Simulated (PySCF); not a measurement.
C4H8Si, SMILES C=C=C([SiH3])C.

Coordinates come from a B3LYP-D3(BJ)/def2-SVP optimisation. This is a generated structure with no PubChem entry under its InChIKey; it may be hypothetical.

All values below come from TDA-PBE/def2-SVPD (PySCF).

Vertical excitations. The molecule is in vacuum. State labels are in the subgroup Cs.

```json
[
 {"state": "S1", "symmetry": "A\"", "energy (eV)": "5.39", "λ (nm)": "230", "f": "0.001", "main pairs": "HOMO−1→LUMO 63 %, HOMO→LUMO+1 36 %"},
 {"state": "S2", "symmetry": "A\"", "energy (eV)": "5.55", "λ (nm)": "223", "f": "0.000", "main pairs": "HOMO→LUMO+1 63 %, HOMO−1→LUMO 36 %"},
 {"state": "S3", "symmetry": "A'", "energy (eV)": "6.06", "λ (nm)": "205", "f": "0.021", "main pairs": "HOMO−1→LUMO+2 68 %, HOMO−1→LUMO+1 27 %"},
 {"state": "S4", "symmetry": "A\"", "energy (eV)": "6.15", "λ (nm)": "202", "f": "0.003", "main pairs": "HOMO→LUMO+2 100 %"},
 {"state": "S5", "symmetry": "A'", "energy (eV)": "6.40", "λ (nm)": "194", "f": "0.005", "main pairs": "HOMO→LUMO 35 %, HOMO−1→LUMO+2 22 %, HOMO−1→LUMO+1 21 %, HOMO−1→LUMO+4 9 %"},
 {"state": "S6", "symmetry": "A\"", "energy (eV)": "6.69", "λ (nm)": "185", "f": "0.004", "main pairs": "HOMO→LUMO+3 99 %"},
 {"state": "S7", "symmetry": "A'", "energy (eV)": "6.73", "λ (nm)": "184", "f": "0.078", "main pairs": "HOMO−1→LUMO+3 97 %"},
 {"state": "S8", "symmetry": "A'", "energy (eV)": "6.89", "λ (nm)": "180", "f": "0.305", "main pairs": "HOMO−1→LUMO+4 57 %, HOMO→LUMO 21 %"},
 {"state": "S9", "symmetry": "A\"", "energy (eV)": "6.97", "λ (nm)": "178", "f": "0.001", "main pairs": "HOMO→LUMO+4 96 %"},
 {"state": "S10", "symmetry": "A\"", "energy (eV)": "7.07", "λ (nm)": "175", "f": "0.000", "main pairs": "HOMO→LUMO+5 99 %"},
 {"state": "T1", "symmetry": "A'", "energy (eV)": "4.42", "λ (nm)": "280", "f": "0", "main pairs": "HOMO→LUMO 77 %, HOMO−1→LUMO+1 20 %"},
 {"state": "T2", "symmetry": "A'", "energy (eV)": "4.64", "λ (nm)": "267", "f": "0", "main pairs": "HOMO−1→LUMO+1 74 %, HOMO→LUMO 21 %"},
 {"state": "T3", "symmetry": "A\"", "energy (eV)": "5.01", "λ (nm)": "247", "f": "0", "main pairs": "HOMO−1→LUMO 76 %, HOMO→LUMO+1 23 %"},
 {"state": "T4", "symmetry": "A\"", "energy (eV)": "5.22", "λ (nm)": "237", "f": "0", "main pairs": "HOMO→LUMO+1 76 %, HOMO−1→LUMO 24 %"}
]
```
Triplets are in the Tamm–Dancoff approximation.
